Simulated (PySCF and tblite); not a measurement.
Results of a calculation; reference values are marked as such.
System: C5H8N2O2, numbered as in [CH3:1][O:2][c:3]1[n:4][nH:5][cH:6][c:7]1[CH2:8][OH:9].

For the shift of H on N5 from N5 to N4: electronic barrier 50.55 kcal/mol, zero-point change -3.92 kcal/mol, thermal and entropy terms at 250 K a further 0.01 kcal/mol (symmetry numbers apart). The minimum is C1, the saddle C1. Level: PBE0/pcSseg-1 + D3(BJ) on B3LYP-D3(BJ)/def2-SVP stationary points, with GFN2-xTB thermal terms. Rates follow Eyring's equation with the number of equivalent paths and no tunnelling. Programs: tblite and PySCF.

Problem. How many equivalent paths lead out of the minimum?

Solution. 1: the symmetry number of the minimum is 1, that of the saddle displaced along its mode 1.

Problem. Work out the rate at 250 K.

Solution. ΔG‡ = 46.64 kcal/mol; k_B T/h = 5.2×10¹² s⁻¹; exp(−ΔG‡/RT) = 1.7×10⁻⁴¹; times 1 gives k = 8.7×10⁻²⁹ s⁻¹.

Tunnelling of the moving H, left out here, will speed the real process. In real samples such hydrogens mostly exchange between molecules or through solvent, far faster than by this path.
